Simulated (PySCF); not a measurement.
C3H8ClNSi, SMILES C/N=C/[Si@@H](C)Cl.

The structure is a stationary point at PBE0-D3(BJ)/def2-SVP. The structure was generated by enumeration; whether it is a known compound was not checked. One conformer was computed; it need not be the lowest.

These are ωB97X/def2-TZVP (PySCF) values and carry that method's errors.

Isolated molecule, no solvent.

```
Item                                                                                                             Value
---------------------------------------------------------------------------------------------  -----------------------
total energy                                                                                        -923.65585 hartree
highest occupied level                                                                                        -9.74 eV
lowest empty level                                                                                             1.17 eV
orbital gap                                                                                                   10.91 eV
dipole moment                                                                                                   1.76 D
quadrupole, principal values (traceless, Buckingham form, about the centre of nuclear charge)   -6.46, -0.93, 7.38 D·Å
mean static polarisability                                                                       81.3 bohr³ (12.05 Å³)
polarisability, principal values                                                               65.0, 78.2, 100.8 bohr³
```
